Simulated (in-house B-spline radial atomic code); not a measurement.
Ca⁺. Computed with a B-spline radial atomic code. Model: non-relativistic spherical atom: semilocal Troullier-Martins pseudo-atom, one channel per l, against all electrons, high spin, G0W0 and RPA with empty states to l = 8, local potential for every l without a channel, a model core (radius 0 = none) keeps its share of the functional.

What the tables leave out is listed at the end.

The pseudopotential gives back the lowest level of each angular momentum of its own functional in the configuration it was made in; a second state of the same l is only approximately right. Exact exchange, RPA and GW see the smooth pseudo-orbitals and miss the exchange with the core, for which the functional's share stands in. The column with an uncorrelated core keeps all orbitals and exact exchange, and so separates missing core correlation from pseudisation. Only the three outermost levels and the lowest empty one were computed. RPA here is direct RPA, with no exchange kernel, and its energies carry an (l + 1/2)⁻⁴ tail. A hybrid on a potential with a model core restores only its own semilocal share of the core's exchange.

Command:
```bash
python run_psgw.py task.json out
```
Settings (lengths in bohr, energies in hartree):
```
Z                      20
electrons              19
configuration          [Ar] 4s1
generated_in           [Ar] 4s2
functional             pbe,pbe
core_shells            3
radius_factor          1.15
core_correction        True
ion_configuration      [Ne] 3s2 3p6
```

Time taken, with all properties: 19 s on 1 thread of Intel(R) Xeon(R) 6975P-C (Granite Rapids), on a shared host.

Given: made with PBE; model core radius 0.621 bohr; local radius 1.399 bohr; mean-field start PBE.

Valence shells of the generating configuration: 3s, 3p, 4s.

Channel: s 1.159, p 1.206, d 2.76 (radii in bohr).

Computed: largest level miss in the spin-unpolarised generating configuration 0.027 eV; valence RPA correlation energy pseudo -0.5185 hartree; all-electron RPA polarisability, core included 47.099 bohr³; pseudo-atom RPA polarisability 46.363 bohr³; ionisation by mean-field all-electron 11.99 eV; ionisation by mean-field pseudo minus all 0.069 eV; ionisation by RPA all-electron 12.44 eV.

| level | occupied | mean-field all-electron (eV) | mean-field pseudo minus all (eV) | G0W0 all-electron (eV) | G0W0 uncorrelated core minus all (eV) | G0W0 pseudo minus all (eV) | exchange self-energy all-electron (eV) | exchange self-energy pseudo (eV) |
| --- | --- | --- | --- | --- | --- | --- | --- | --- |
| 4s up | 1 | -9.3035 | -0.051 | -12.315 | 0.013 | -0.066 | -8.2971 | -7.9152 |
| 3d up (empty) | 0 | -8.6167 | -0.016 | -4.407 | 0.063 | -0.064 | -7.4205 | -6.309 |

(1) What is the ionisation by RPA pseudo minus all?

(2) What is the valence RPA correlation energy all-electron orbitals?

Given: mean-field start PBE0.

Computed: valence RPA correlation energy all-electron orbitals -0.46641 hartree; all-electron RPA polarisability, core included 39.667 bohr³; ionisation by mean-field all-electron 11.875 eV; ionisation by mean-field pseudo minus all 0.039 eV; ionisation by RPA all-electron 12.235 eV; ionisation by RPA pseudo minus all 0.043 eV.

```
          level  occupied  mean-field all-electron (eV)  mean-field pseudo minus all (eV)  G0W0 all-electron (eV)  G0W0 uncorrelated core minus all (eV)  G0W0 pseudo minus all (eV)  exchange self-energy all-electron (eV)  exchange self-energy pseudo (eV)
          4s up         1                       -9.9147                            -0.031                 -12.285                                  0.014                      -0.039                                 -8.1837                           -7.8025
4s down (empty)         0                       -7.3449                            -0.031                 -6.2355                                  0.012                      -0.042                                 -1.4253                           -1.0182
```

(3) What is the pseudo-atom RPA polarisability?

(4) What is the valence RPA correlation energy pseudo?

## Answers

(1) 0.066 eV.

(2) -0.50505 hartree.

(3) 39.413 bohr³.

(4) -0.48015 hartree.

Among the listed levels the largest G0W0 shift of the pseudo-atom is -0.07 eV, for 4s up on the PBE start, while leaving the core uncorrelated moves that level by +0.01 eV. The rest, -0.08 eV, comes from pseudisation and the lost core exchange. Not in the tables (levels of low weight, unsolved or above zero; the highest and the empty levels are kept at any weight): on PBE the G0W0 levels 3p down (pseudo minus all -0.08 eV, weights 0.36 and 0.37), 3p up (pseudo minus all -0.09 eV, weights 0.36 and 0.37); on PBE0 the G0W0 levels 3p down (pseudo minus all -0.08 eV, weights 0.74 and 0.75), 3p up (pseudo minus all -0.09 eV, weights 0.74 and 0.74); no Hartree-Fock pseudo-atom is run with a model core.
